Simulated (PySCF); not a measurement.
**`FC(N(C)C)=C=CF`, C₅H₇F₂N**

Cartesian coordinates in Å; atom numbers follow the order of the lines, from 1:
```xyz
15

C    -0.451   -1.091   -0.805
N    -0.704    0.224   -0.269
C    -2.065    0.494    0.132
C     0.337    0.836    0.367
F     0.023    2.051    0.877
C     1.549    0.358    0.552
C     2.793    0.004    0.529
F     3.611    0.252   -0.529
H    -0.413   -1.858   -0.021
H     0.502   -1.087   -1.331
H    -1.245   -1.340   -1.507
H    -2.400   -0.196    0.915
H    -2.150    1.513    0.501
H    -2.715    0.382   -0.736
H     3.324   -0.533    1.303
```

The calculation used TDDFT CAM-B3LYP/def2-SVPD circular dichroism and optical rotation, one conformer, gas phase (PySCF). Geometry: GFN2-xTB.

States above about 7.7 eV lie in this functional's continuum (it starts at minus the energy of the highest occupied orbital, well below the true ionisation energy for most functionals) and depend on the basis. No stereocentre is labelled: unless the shape is locked (an allene, a helicene, a hindered biaryl), the mirror image is equally populated and a measured rotation or CD is zero.

Problem. Draw the ECD and absorption spectra from the lowest 16 states, each a Gaussian of half-width 0.2 eV at 1/e height.

Solution. 
```
E (eV)  λ (nm)  Δε (L mol⁻¹ cm⁻¹)  ε (L mol⁻¹ cm⁻¹)
  4.16     298              -0.02             0.499
  4.26     291              -0.15              4.73
  4.36     284              -0.88              27.2
  4.46     278              -3.06                95
  4.56     272              -6.48               201
  4.66     266              -8.32               258
  4.76     260              -6.48               201
  4.86     255              -3.06                95
  4.96     250              -0.88              27.2
  5.06     245              -0.15              4.74
  5.16     240              -0.02             0.671
  5.26     236              +0.01              3.84
  5.36     231              +0.12              51.1
  5.46     227              +0.99               416
  5.56     223              +4.87              2050
  5.66     219             +14.55              6160
  5.76     215             +26.04             11200
  5.86     212             +26.37             12900
  5.96     208              +9.43             10900
  6.06     205             -12.09             10700
  6.16     201             -17.71             13400
  6.26     198              -4.45             13400
  6.36     195              +7.47              8690
  6.46     192              +7.13              3510
  6.56     189              +2.73               887
  6.66     186              +0.46               187
  6.76     183              -0.17               261
  6.86     181              +0.98              1130
  6.96     178             +10.74              4880
  7.06     176             +43.02             15900
  7.16     173             +95.60             33500
  7.26     171            +125.63             44200
  7.36     168             +98.97             37900
  7.46     166             +49.09             25800
  7.56     164             +22.69             19900
  7.66     162             +14.01             16600
  7.76     160              -1.60             12000
  7.86     158             -16.66              8550
  7.96     156             -15.77              6870
  8.06     154              -7.61              5190
  8.16     152              -4.59              3220
  8.26     150              -9.46              2360
  8.36     148             -25.44              3850
  8.46     147             -58.61              7830
```
Δε uses R in velocity form, ε uses f in length form. Only the states computed contribute, so the short-wavelength end is incomplete.
